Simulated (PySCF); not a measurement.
PySCF job for H3O4P, SMILES O=P(O)(O)O, KT2/pcSseg-1. Coordinates come from a B3LYP-D3(BJ)/def2-SVP optimisation. The values are those of a single conformer.

```python
import numpy as np
from pyscf import gto, scf, dft
from pyscf.prop.nmr import rks as nmr

mol = gto.M(
    atom='''
    O    -0.76994078    1.22144926    0.59748622
    P     0.00000000   -0.00000001   -0.11920942
    O     0.00000002   -0.00000005   -1.59957426
    O     1.44277644    0.05606367    0.59748628
    O    -0.67283569   -1.27751287    0.59748629
    H    -1.54362647    1.49262922    0.08168825
    H     2.06446805    0.59050513    0.08168832
    H    -0.52084160   -2.08313434    0.08168837
    ''',
    basis='pcSseg-1',
    charge=0,
    spin=0,
    max_memory=1600,
    verbose=3,
)
mf = dft.RKS(mol, xc='kt2')
mf.grids.level = 3
mf.conv_tol = 1e-10
mf.max_cycle = 100
mf.kernel()
n = nmr.NMR(mf)
n.verbose = 2
n.max_cycle_cphf = 60
sigma = n.kernel()
print('atom   isotropic/ppm   span/ppm')
for i, s in enumerate(sigma):
    w = np.linalg.eigvalsh((s + s.T) / 2)
    print(f'{mol.atom_symbol(i):2s}{i + 1:3d} {w.mean():14.3f} {w[2] - w[0]:11.3f}')
```

Output:

```
converged SCF energy = -651.198654110206
atom   isotropic/ppm   span/ppm
O   1        216.108     111.462
P   2        322.536     212.634
O   3        148.903      86.935
O   4        216.108     111.463
O   5        216.108     111.464
H   6         28.294      17.849
H   7         28.294      17.849
H   8         28.293      17.849
```

Self-consistency was reached.

Cost: around 18 core-seconds (rough).
